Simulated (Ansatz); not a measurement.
CH₅FInN (`C[NH][InH][F]`), 9 atoms. Charge 0, multiplicity 1. Correlated methods include outer-core shells of In, which these sets cover unevenly. In takes the def2 core potential. All runs use 4 threads of a server CPU on a shared host. Correlated methods freeze the cores.

(1) Give the basis size and wall time and peak host memory of each of these runs in Ansatz. RKS CAM-B3LYP-D4/def2-TZVPP energy; RKS B3LYP-D4/def2-TZVPP energy and forces; RKS PBE0-D4/def2-TZVP relaxation (6 steps); RKS PBE0-D4/def2-TZVP frequencies; RKS PBE0-D4/def2-QZVPP energy; RKS ωB97M-V/def2-QZVPP energy; RKS PBE0-D4/def2-TZVPP energy; RKS PBE0-D4/def2-SVP energy; RKS B97M-V/def2-TZVPP energy; direct RPA on PBE orbitals/def2-TZVPP energy; RKS ωB97M-V/def2-SVP energy; RHF-MP2/def2-QZVPP energy. (Best estimate.)

Answers

(1) The calculation gave: Other jobs shared the machine, so times are rough.

| level | job | functions | wall time | peak host memory (GiB) |
| --- | --- | --- | --- | --- |
| RKS PBE0-D4/def2-SVP | energy | 93 | 1 s | 0.18 |
| RKS PBE0-D4/def2-TZVPP | energy | 213 | 2.1 s | 0.45 |
| RKS CAM-B3LYP-D4/def2-TZVPP | energy | 213 | 2.5 s | 0.51 |
| RKS B3LYP-D4/def2-TZVPP | energy and forces | 213 | 3.3 s | 0.5 |
| RKS ωB97M-V/def2-SVP | energy | 93 | 3.4 s | 0.28 |
| direct RPA on PBE orbitals/def2-TZVPP | energy | 213 | 4.8 s | 0.5 |
| RKS PBE0-D4/def2-QZVPP | energy | 403 | 5.5 s | 1.1 |
| RKS B97M-V/def2-TZVPP | energy | 213 | 6.5 s | 0.33 |
| RKS ωB97M-V/def2-QZVPP | energy | 403 | 13 s | 1.4 |
| RHF-MP2/def2-QZVPP | energy | 403 | 13 s | 1.9 |
| RKS PBE0-D4/def2-TZVP | relaxation (6 steps) | 173 | 17 s | 0.41 |
| RKS PBE0-D4/def2-TZVP | frequencies | 173 | 95 s | 0.4 |

B3LYP here is the variant with VWN-RPA as its local correlation; programs differ in this.
